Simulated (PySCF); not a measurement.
# ²⁹Si chemical shifts

PySCF 2.14.0 with density-fitted response routines calculation with GIAO PBE0/pcSseg-1 shieldings and geometry: GFN2-xTB; no solvent, one computed conformer, averaged over atoms made equivalent by symmetry, fast rotation or ring inversion, non-relativistic.

Shieldings were converted by a linear fit to measured shifts: ²⁹Si: δ = 279.94 − 0.822σ (rms 8.9 ppm, 72 shifts, 25.8 ppm with the 6 outliers that the fit left out vs TMS, solution or neat liquid). A few per cent of atoms miss by over 2 rms, more outside the fitted compound classes.

Problem. Give the ²⁹Si shifts of `N[Si@@H](F)C1CCC1`, `N[Si@@H](F)C1CCC1`, `N[Si@@H](F)C1CCC1`, `CO[C@H]([SiH3])C(F)(F)[SiH3]`.

Solution. 
```
                                                compound                    environment  δ (ppm)
                                       N[Si@@H](F)C1CCC1   silicon bonded to C, F, N, H    -10.6
                                       N[Si@@H](F)C1CCC1   silicon bonded to C, F, N, H    -10.6
                                       N[Si@@H](F)C1CCC1   silicon bonded to C, F, N, H    -10.6
[CH3:1][O:2][C@H:3]([SiH3:4])[C:5]([F:6])([F:7])[SiH3:8]  Si4: silicon bonded to C, 3 H    -68.8
[CH3:1][O:2][C@H:3]([SiH3:4])[C:5]([F:6])([F:7])[SiH3:8]  Si8: silicon bonded to C, 3 H    -71.0
```

Problem. Order these by ²⁹Si shift, lowest first.
A. C=C[SiH2]SC
B. COC(=S)O[SiH3]
C. FC(F)(F)C([SiH3])[SiH3]
D. C[C@@H]1C[Si@@H](CF)N1

Solution. C (-64.6 ppm, silicon bonded to C, 3 H), B (-41.0 ppm, silicon bonded to O, 3 H), A (-28.5 ppm, silicon bonded to C, S, 2 H), D (-7.3 ppm, silicon bonded to 2 C, N, H, in a 4-membered ring).
